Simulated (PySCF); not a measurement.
SCF from a fresh guess for triplet FeH₆, at the PBE0 minimum. PySCF input:

```python
from pyscf import gto, scf, dft
mol = gto.M(atom='''
Fe     0.000000     0.000000    -0.016410
H     -0.971330    -0.000000    -1.202920
H     -1.551470     0.000000     0.450420
H     -1.138690    -0.000000     1.207790
H      0.971330     0.000000    -1.202920
H      1.551470    -0.000000     0.450420
H      1.138690     0.000000     1.207790''',
    basis={'Fe': 'def2-TZVP', 'H': 'def2-TZVP'},
    charge=0, spin=2)
mf = dft.UKS(mol, xc='PBE0')
mf.grids.atom_grid = (50, 194)
aux = {'Fe': 'def2-universal-JKFIT', 'H': 'def2-universal-JKFIT'}
mf = mf.density_fit(auxbasis=aux)
mf.conv_tol = 1e-08
mf.diis_space = 10
mf.max_cycle = 60
mf.init_guess = 'minao'
mf.verbose = 4
mf.kernel()
```

Excerpt of the output (cycles alone):

```
init E= -1265.68094965921
cycle= 1 E= -1254.31602883327  delta_E= 11.4  |g|= 4.69  |ddm|= 24.1
cycle= 2 E= -1236.59306497071  delta_E= 17.7  |g|= 10.4  |ddm|=   25
cycle= 3 E= -1254.59450100687  delta_E=  -18  |g|= 6.92  |ddm|= 5.16
cycle= 4 E= -1257.28959935601  delta_E= -2.7  |g|= 6.21  |ddm|= 1.54
cycle= 5 E= -1257.8891908445  delta_E= -0.6  |g|= 5.97  |ddm|= 0.107
cycle= 6 E= -1264.20324628054  delta_E= -6.31  |g|= 3.27  |ddm|= 1.44
cycle= 7 E= -1262.56549424548  delta_E= 1.64  |g|= 4.21  |ddm|= 0.379
cycle= 8 E= -1265.60780987141  delta_E= -3.04  |g|= 2.22  |ddm|= 0.669
cycle= 9 E= -1266.60961455977  delta_E=   -1  |g|= 0.939  |ddm|= 0.489
cycle= 10 E= -1266.79227582474  delta_E= -0.183  |g|= 0.438  |ddm|= 0.28
cycle= 11 E= -1266.83766015258  delta_E= -0.0454  |g|= 0.17  |ddm|= 0.185
cycle= 12 E= -1266.83131952861  delta_E= 0.00634  |g|= 0.673  |ddm|= 0.718
cycle= 13 E= -1266.87954716104  delta_E= -0.0482  |g|= 0.54  |ddm|= 0.0624
cycle= 14 E= -1266.92039639503  delta_E= -0.0408  |g|= 0.401  |ddm|= 0.0768
cycle= 15 E= -1266.95723826688  delta_E= -0.0368  |g|= 0.215  |ddm|= 0.112
cycle= 16 E= -1266.97193380205  delta_E= -0.0147  |g|= 0.04  |ddm|= 0.106
cycle= 17 E= -1266.9726306039  delta_E= -0.000697  |g|= 0.014  |ddm|= 0.0299
cycle= 18 E= -1266.97277619326  delta_E= -0.000146  |g|= 0.00364  |ddm|= 0.0187
cycle= 19 E= -1266.97279433019  delta_E= -1.81e-05  |g|= 0.00313  |ddm|= 0.0111
cycle= 20 E= -1266.9727973295  delta_E= -3e-06  |g|= 0.000508  |ddm|= 0.00147
cycle= 21 E= -1266.97279752389  delta_E= -1.94e-07  |g|= 0.000243  |ddm|= 0.00088
cycle= 22 E= -1266.97279756215  delta_E= -3.83e-08  |g|= 6.21e-05  |ddm|= 0.000286
cycle= 23 E= -1266.97279756884  delta_E= -6.69e-09  |g|= 2.81e-05  |ddm|= 0.000155
Extra cycle  E= -1266.97279756703  delta_E= 1.81e-09  |g|= 0.000101  |ddm|= 5.35e-05
converged SCF energy = -1266.97279756703  <S^2> = 2.0580175  2S+1 = 3.0384322
```

No lower solution of this spin was found from smeared starts or by a stability analysis within the unrestricted form.

Other spin states or occupations of the open shell can lie lower.

The search for the lowest solution, 3 starts and the stability check together, took 28 s on 2 threads of a shared Arm Neoverse V1 host, with 81 basis functions; the process peaked at 0.6 GiB. Launch command: `OMP_NUM_THREADS=2 python axn.py task.json out`.
